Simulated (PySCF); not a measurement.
## Frontier orbitals and the lowest excitations

Compound: C3H10Ge.
Structure used (PBE0-D3(BJ)/def2-SVP), in Å, numbered top down from 1:
```
atom  x, y, z in Å
C1     1.5499   -0.2069    0.6934
C2     0.9337   -0.0426   -0.6874
C3    -0.5257   -0.4849   -0.7744
Ge4   -1.7717    0.5444    0.3437
H5     2.6091    0.0918    0.6993
H6     1.4961   -1.2542    1.0324
H7     1.0322    0.4073    1.4482
H8     1.5267   -0.6196   -1.4185
H9     1.0169    1.0122   -1.0026
H10   -0.6247   -1.5479   -0.4955
H11   -0.8907   -0.4023   -1.8111
H12   -1.6878    0.1376    1.8281
H13   -1.4462    2.0488    0.2338
H14   -3.2193    0.3155   -0.1338
```

Level of theory: TDDFT B3LYP/def2-SVPD, vertical, gas phase, core orbitals frozen in the response in PySCF. The B3LYP/def2-SVPD calculation is non-relativistic and has no spin–orbit coupling, an omission that weighs most on germanium.

Kohn–Sham orbitals with the atoms that hold most of them (Löwdin shares over 4%, at most four atoms; ? is withheld):

```csv
orbital,ε (eV),atoms
LUMO+2,0.91,"Ge4 26%, C1 13%, H5 8%, H12 7%"
LUMO+1,0.58,"Ge4 28%, C3 15%, H13 12%, H12 11%"
LUMO,0.15,?
HOMO,-8.02,"C3 31%, Ge4 22%, C2 14%, H8 8%"
HOMO-1,-8.85,?
HOMO-2,-8.93,"Ge4 33%, H13 22%, H14 18%, C3 9%"
HOMO-3,-9.41,"C2 24%, C1 18%, H9 15%, H6 11%"
```

Problem. Which atoms hold the HOMO-1, and with what shares?

Solution. Ge4 (bonded to C and 3 H) 34%; H12 (bonded to Ge) 25%; H14 (bonded to Ge) 11%; C3 (bonded to C, Ge and 2 H) 9%. By element: hydrogen 36% or more, germanium 34%, carbon 9% or more.

Problem. Which atoms hold the LUMO, and with what shares?

Solution. Ge4 (bonded to C and 3 H) 36%; H14 (bonded to Ge) 9%; C1 (bonded to C and 3 H) 7%; C3 (bonded to C, Ge and 2 H) 7%. By element: germanium 36%, carbon 15% or more, hydrogen 9% or more.

Problem. How does S1 compare with the orbital gap of 8.18 eV?

Solution. S1 is at 7.29 eV (f = 0.0047), 0.88 eV below the gap, made of HOMO→LUMO (98%). 

Problem. One configuration dominates each of S1, S2, S4, S5 and S7. Which, and how do the shares of the two leading atoms of either orbital change from the occupied to the empty one?

Solution. 
- S1 (7.29 eV, f 0.0047), HOMO→LUMO (98%): C3 31% → 7%, Ge4 22% → 36%, H14 at most 9% → 9%
- S2 (7.86 eV, f 0.138), HOMO→LUMO+1 (89%): C3 31% → 15%, Ge4 22% → 28%
- S4 (8.12 eV, f 0.043), HOMO-1→LUMO (84%): Ge4 34% → 36%, H12 25% → at most 8%, H14 11% → 9%
- S5 (8.22 eV, f 0.057), HOMO-2→LUMO (90%): Ge4 33% → 36%, H13 22% → at most 8%, H14 18% → 9%
- S7 (8.48 eV, f 0.062), HOMO-1→LUMO+1 (79%): Ge4 34% → 28%, H12 25% → 11%, C3 9% → 15%

Löwdin shares depend on the basis, the more so with diffuse functions.

One conformer stands for the species.
